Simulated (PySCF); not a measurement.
**Zn: excitation energy**

Zn [Ar] 3d10 4s2 (1S) → Zn [Ar] 3d10 4s1 4p1 (3P), as a difference of total energies. Computed with PySCF 2.14 in ANO-RCC-VTZP, with the spin-free X2C one-electron Hamiltonian (Gaussian nucleus). Correlated levels: valence and next inner shell: [Ne] frozen. The calculations carry no spin-orbit coupling.

| method | excitation energy (cm⁻¹) |
| --- | --- |
| UHF | 22159 |
| MP2 (valence and next inner shell) | 31753 |
| SCS-MP2 (valence and next inner shell) | 32246 |
| CCSD (valence and next inner shell) | 31829 |
| CCSD(T) (valence and next inner shell) | 32797 |

Errors of the correlated levels include the incompleteness of this basis and the frozen core.

The basis was made for the ground configuration and has no added diffuse functions, so the excitation energy can come out too high.

For comparison: 32696 cm⁻¹ (measured; NIST levels, between the centres of gravity of the two terms).
